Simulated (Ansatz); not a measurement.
Input file for Ansatz (an electronic-structure program): R-RI-MP2/def2-QZVPP on H5NPbSi (SMILES [NH2][Pb][SiH3]), a point of a torsion scan. Elements past Kr take the def2 small-core potentials; no spin–orbit coupling. Files ending in .json are basis or fitting sets from the Basis Set Exchange. The run froze 15 orbitals, filled d shells among them.

Ansatz 0.2 input:
```yaml
crystal:
  periodic: [false, false, false]
  atoms:
    - {symbol: N, position_ang: [2.00373123, -0.13189917, 0.14494780]}
    - {symbol: Pb, position_ang: [0.56533226, -0.12579617, 1.71386601]}
    - {symbol: Si, position_ang: [-1.47441644, 0.06016588, 0.00982762]}
    - {symbol: H, position_ang: [1.82884782, -0.08494239, -0.84526841]}
    - {symbol: H, position_ang: [3.00279607, -0.18459951, 0.26385322]}
    - {symbol: H, position_ang: [-1.36276537, -0.73961992, -1.21302961]}
    - {symbol: H, position_ang: [-2.78669691, -0.34075634, 0.53970298]}
    - {symbol: H, position_ang: [-1.74764307, 1.40669170, -0.50806179]}
basis:
  gaussian:
    orbitals: def2-QZVPP.json
    fitting: {mean_field: def2-universal-JKFIT, correlation: def2-QZVPP-RIFIT.json}
magnetization: {spin_polarized: false}
correlation: {method: mp2, electrons: outside_noble_gas}
scf: {lower_state_search: off}
```

Task: Predict the final total energy.

Result: -538.6250 hartree.
